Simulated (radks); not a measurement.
Values are calculated unless marked as measured or tabulated.
Species: F8+. Configuration: 1s1.

Level of theory: non-relativistic Kohn-Sham, PBE, spin-polarised, spherical densities, point nucleus; open shells are filled with parallel spins first (a radial shooting solver on a logarithmic mesh with Libxc functionals).

Energy parts (eV):
part                     energy
total                 -1100.644
kinetic                1100.473
electron-nucleus      -2202.513
Hartree                  76.361
exchange-correlation    -74.965

Orbitals (lengths in bohr, moments of r in powers of bohr; <r^-3> diverges for s and p1/2):
orbital,occ.,eigenvalue (eV),<r^2>,<r^-3>
1s up,1,-1044.908,0.03736,-

The highest occupied level is 1s up at -1044.9 eV. The spin density at the nucleus is 233.1 e/bohr^3 (1s 233.1), a Fermi contact field of 1.22e+04 T.
